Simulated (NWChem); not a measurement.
# azulene (C₁₀H₈); SMILES c1ccc2cccc-2cc1

All runs: NWChem. Structure relaxed at the PBE-D3(BJ)/def2-SVP level. No frequency run checked for a minimum.

Problem. What does the run give for PBE0/def2-SVP? Quantities: highest occupied level (eV); orbital gap (eV); dipole (D).

Solution. 
```
Item                         Result
---------------------------  ------
highest occupied level (eV)   -5.68
orbital gap (eV)               3.59
dipole (D)                     1.12
```
